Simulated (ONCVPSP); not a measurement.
## What one change does to a pseudopotential (tungsten (W), ONCV)

```json
{"Element": "W", "Generator": "ONCVPSP 4.0.1", "Type": "optimised norm-conserving Vanderbilt (ONCV)", "Functional": "LDA (Perdew-Wang 92)", "Relativity": "scalar-relativistic", "Frozen core": "[Kr] 4d10 4f14", "Valence charge": "14", "Reference configuration": "5s2 5p6 5d4 6s2", "Partial waves": "5s+6s: rc 1.90 bohr, ncon 4, nbas 7, qcut 6.6 1/bohr, 2 projectors; 5p: rc 1.25 bohr, ncon 4, nbas 8, qcut 6.7 1/bohr, 3 projectors, debl 2.2 Ha; 5d: rc 1.75 bohr, ncon 5, nbas 8, qcut 6 1/bohr, 2 projectors, debl 1.4 Ha", "Local potential": "polynomial inside 0.90 bohr (lpopt 5, dvloc0 0 Ha)", "Core correction": "Teter function fitted to the true core (icmod 2), fcfact 0.65"}
```

Change: s: rc 1.28.

Cutoffs: the cutoffs (Ha) at which the residual kinetic energy of the hardest occupied pseudo-wave falls to 1 and 0.1 mHa per electron; they do not see the model core or the augmentation charge, which bear on the density cutoff. Errors are all-electron minus pseudo energies relative to the spin-unpolarised reference configuration.

Question: Predict the effect on cutoff, ghosts and configuration errors.

Answer: The potential gets neither clearly harder nor softer (71 Ha and 127 Ha → 71 Ha and 127 Ha); both files keep a bound ghost (s); of the 4 tests that both files solve, the error grows in 0 and shrinks in 4 by more than 15 % and 0.3 meV (median size 9.9 → 4.0 meV). Less of the atom is replaced, so other configurations are described better.

```csv
quantity,base,changed
"cutoff, loose",71 Ha,71 Ha
"cutoff, tight",127 Ha,127 Ha
loose cutoff by channel,"s 15 Ha, p 71 Ha, d 14 Ha","s 57 Ha, p 71 Ha, d 14 Ha"
bound ghosts,s,s
GHOST(+) flags under 300 eV,none,none
"error for 5s2 5p6 5d4 6s1, meV [ΔE 9.13 eV]",-4.4,-2.5
"error for 5s2 5p6 5d4 6s0, meV [ΔE 25.14 eV]",-15,-5.4
"error for 5s2 5p6 5d3 6s0, meV [ΔE 50.85 eV]",-20,-12
"error for 5s2 5p6 5d3 6s2, meV [ΔE 9.06 eV]",-3.3,-2.1
p: phases at 1.27 bohr within 0.05 rad from the reference energy up to (Ha; the scan ends near 5),to the end of the scan,to the end of the scan
d: phases at 1.77 bohr within 0.05 rad from the reference energy up to (Ha; the scan ends near 5),4.4,4.4
"rms error of d²Exc/dni dnj with the model core, mHa",0.71,0.93
```

 A true bound ghost makes a file unfit for plane-wave use even where its test errors are small: the radial tests pick states by their node count and pass the ghost by.
